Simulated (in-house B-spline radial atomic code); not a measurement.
Ionising Hf²⁺ with different functionals

Computed with a radial B-spline atomic code at the basis-set limit: four-component Dirac-Coulomb Hamiltonian, Fermi nucleus of rms radius 5.347 fm, spin-restricted, spherical fractional occupations for the functionals, and exact exchange of hybrids averaged over the configuration. The ionisation energy is the difference of two self-consistent energies, [Xe] 4f14 5d2 → [Xe] 4f14 5d1, without Breit or QED terms; ε is the level of the shell that loses the electron (mean over j). The electron is taken from both j subshells in proportion to 2j + 1, so the result is a j average, not the step between ground levels.

```json
{"method": "BHandHLYP", "rung": "global hybrid", "ΔSCF (eV)": "21.72", "-ε(5d) (eV)": "19.38"}
{"method": "B3LYP", "rung": "global hybrid", "ΔSCF (eV)": "?", "-ε(5d) (eV)": "?"}
{"method": "HSE06", "rung": "range-separated hybrid", "ΔSCF (eV)": "?", "-ε(5d) (eV)": "?"}
{"method": "LC-wPBE", "rung": "range-separated hybrid", "ΔSCF (eV)": "21.64", "-ε(5d) (eV)": "20.72"}
```

Q: What does HSE06 give?

A: ΔSCF 21.72 eV, and -ε(5d) = 17.61 eV.

Q: What does B3LYP give?

A: ΔSCF 21.92 eV, and -ε(5d) = 17.93 eV.

Q: Among the functionals, which spreads more, the ΔSCF values or the orbital energies?

A: The orbital energies: ΔSCF values span about 0.28 eV and the orbital energies 3.10 eV; here energy differences depend much less on the functional than eigenvalues do.

Q: How do they compare with the NIST value?

A: NIST lists 22.55 eV ± 0.04 (tabulated theory, ground level to ground level). Errors run from -0.91 to -0.63 eV. The correlated functionals all miss on the same side by more than they spread, so the cause is common to them (Breit-QED terms, spin polarisation, the choice among j levels, multiplet and fine-structure energies, or a listed next ion that isn't the cheapest removal here) and closeness doesn't rank the functionals.
